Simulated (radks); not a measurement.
Task: Radial electron density D(r) = 4 pi r^2 rho(r) of an atom or ion with 12 electrons. Method: Dirac Kohn-Sham, LB94 model potential, spin-unpolarised, spherical densities, finite nucleus; Fermi nuclear charge, rms radius of each element as measured or else 0.836 A^(1/3) + 0.57 fm; computed with a radial shooting solver on a logarithmic mesh with Libxc functionals.

r (bohr),D(r) (e/bohr)
0.001745,1.937
0.002165,2.831
0.002709,4.160
0.003362,5.968
0.004207,8.562
0.005221,11.93
0.006479,16.31
0.008106,21.98
0.01006,28.43
0.01259,35.69
0.01562,42.43
0.01939,47.74
0.02426,50.40
0.0301,49.45
0.03766,45.43
0.04674,41.08
0.05801,39.78
0.07258,44.04
0.09007,51.71
0.1127,56.60
0.1399,51.73
0.1736,37.29
0.2172,20.56
0.2695,11.15
0.3372,8.311
0.4185,6.466
0.5194,3.368
0.6498,0.9268
0.8064,0.1306
1.009,0.007003
1.252,0.0001460

What is the nuclear charge?

Result: Z = 40. The innermost maximum, from 1s, lies near gamma/Z bohr with gamma = sqrt(1 - (Z/c)^2) = 0.956, here 0.0239 bohr (found: 0.0254), and its height grows with Z. The density is that of the zirconium ion Zr28+ in [Ne] 3s2; the configuration itself is not fixed sharply by these data, and Z only to a few units. D(r) has 2 maxima, at r = 0.0254, 0.115 bohr, and minima at 0.0553 bohr, inside which lie 2.12 electrons.
